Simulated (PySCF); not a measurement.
methoxycyclobutane (C₅H₁₀O), SMILES COC1CCC1.

The structure is a stationary point at B3LYP-D3(BJ)/def2-SVP. The values are those of a single conformer.

Vertical ionisation energy (IE) and electron affinity (EA) in eV. Rows of orbital energies are one-electron estimates. Where ΔSCF, EOM or ADC give a negative EA the extra electron is unbound and the value depends on the basis.

| level | IE | EA |
|---|---|---|
| −ε(HOMO), −ε(LUMO), ωB97X/def2-TZVP (PySCF) | 9.63 | -3.28 |
| −ε(HOMO), −ε(LUMO), PBE/def2-TZVP (PySCF) | 5.68 | -0.47 |
